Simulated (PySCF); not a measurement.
Al(OH)3(OMe2), C2H9AlO4, singlet, GFN2-xTB optimised geometry.

```
16

Al    -0.44    -0.41     0.00
O     -1.19    -1.76     0.66
H     -2.01    -1.97     1.06
O     -1.27     1.05     0.00
H     -1.14     1.97     0.17
O      1.23    -0.41     0.00
H      2.01    -0.72     0.42
C     -0.21    -2.09    -2.34
O     -0.69    -0.84    -1.91
C     -1.11     0.00    -2.95
H      0.67    -1.96    -2.98
H      0.06    -2.63    -1.45
H     -0.99    -2.63    -2.89
H     -1.92    -0.46    -3.51
H     -0.28     0.23    -3.62
H     -1.47     0.92    -2.48
```

Density from PBE0/def2-TZVP in PySCF at that geometry.

Minimum of the electron density along straight lines between bonded atoms, close to the bond critical point (lines longer than 1.1 times the sum of covalent radii, or with two minima, are not listed):

| bond | length / Å | ρ at the minimum / e bohr⁻³ | ∇²ρ there / e bohr⁻⁵ | position (fraction from the first atom) |
|---|---|---|---|---|
| Al1–O2 | 1.678 | 0.111 | 0.86 | 0.43 |
| O2–H3 | 0.944 | 0.371 | -2.58 | 0.81 |
| Al1–O4 | 1.674 | 0.111 | 0.87 | 0.43 |
| O4–H5 | 0.944 | 0.371 | -2.59 | 0.81 |
| Al1–O6 | 1.671 | 0.111 | 0.89 | 0.43 |
| O6–H7 | 0.943 | 0.371 | -2.61 | 0.81 |
| Al1–O9 | 1.971 | ___ | ___ | 0.42 |
| C8–O9 | 1.403 | 0.258 | -0.39 | 0.34 |
| O9–C10 | 1.402 | 0.258 | -0.38 | 0.66 |
| C8–H11 | 1.095 | 0.283 | -0.99 | 0.65 |
| C8–H12 | 1.087 | 0.290 | -1.06 | 0.66 |
| C8–H13 | 1.096 | 0.282 | -0.99 | 0.65 |
| C10–H14 | 1.096 | 0.282 | -0.99 | 0.65 |
| C10–H15 | 1.095 | 0.282 | -0.99 | 0.65 |
| C10–H16 | 1.086 | 0.291 | -1.06 | 0.66 |

Task: Fill in the missing entries.

Result: 
- Al1–O9, ρ at the minimum / e bohr⁻³: 0.049
- Al1–O9, ∇²ρ there / e bohr⁻⁵: 0.31
